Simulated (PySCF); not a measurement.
Isomers of C5H5OP.

All values: PBE0/def2-SVPD (PySCF) at GFN2-xTB geometries, gas phase, one conformer each. Core orbitals are frozen in the response; Δα² is half the sum of the squared differences of the principal polarisabilities.

(1) Rank by HOMO–LUMO gap, lowest first.
A. `[CH2:1]=[CH:2][c:3]1[cH:4][o:5][cH:6][p:7]1` with C1–C2–C3–C4 180°
B. `[CH2:1]=[CH:2][c:3]1[cH:4][p:5][cH:6][o:7]1` with C1–C2–C3–C4 180°
C. `[CH:1]#[C:2][CH2:3][P@@H:4](=[O:5])[C:6]#[CH:7]` with C2–C3–P4–O5 176°
D. `[CH2:1]=[P:2][c:3]1[cH:4][cH:5][o:6][cH:7]1` with C1–P2–C3–C4 -150°

(2) Rank by dipole moment, highest first.
A. `[CH:1]#[C:2][CH2:3][P@@H:4](=[O:5])[C:6]#[CH:7]` with C2–C3–P4–O5 176°
B. `[CH2:1]=[P:2][c:3]1[cH:4][cH:5][o:6][cH:7]1` with C1–P2–C3–C4 -150°
C. `[CH2:1]=[CH:2][c:3]1[cH:4][o:5][cH:6][p:7]1` with C1–C2–C3–C4 180°

Results:

(1) D (4.95 eV), B (5.10 eV), A (5.66 eV), C (7.18 eV).

(2) A (3.90 D), C (1.13 D), B (0.83 D).

All values together:

```json
{"SMILES": "C=Pc1ccoc1", "μ (D)": "0.83", "HOMO (eV)": "-6.72", "LUMO (eV)": "-1.77", "α (Å³)": "12.50", "Δα (Å³)": "7.37"}
{"SMILES": "C=Cc1cocp1", "μ (D)": "1.13", "HOMO (eV)": "-6.80", "LUMO (eV)": "-1.14", "α (Å³)": "12.65", "Δα (Å³)": "7.92"}
{"SMILES": "C#CC[P@@H](=O)C#C", "μ (D)": "3.90", "HOMO (eV)": "-7.93", "LUMO (eV)": "-0.74", "α (Å³)": "11.78", "Δα (Å³)": "4.40"}
{"SMILES": "C=Cc1cpco1", "μ (D)": "1.27", "HOMO (eV)": "-6.49", "LUMO (eV)": "-1.39", "α (Å³)": "13.32", "Δα (Å³)": "10.16"}
```

Conformers: `[CH2:1]=[P:2][c:3]1[cH:4][cH:5][o:6][cH:7]1` with C1–P2–C3–C4 -150°; `[CH2:1]=[CH:2][c:3]1[cH:4][o:5][cH:6][p:7]1` with C1–C2–C3–C4 180°; `[CH:1]#[C:2][CH2:3][P@@H:4](=[O:5])[C:6]#[CH:7]` with C2–C3–P4–O5 176°; `[CH2:1]=[CH:2][c:3]1[cH:4][p:5][cH:6][o:7]1` with C1–C2–C3–C4 180°.
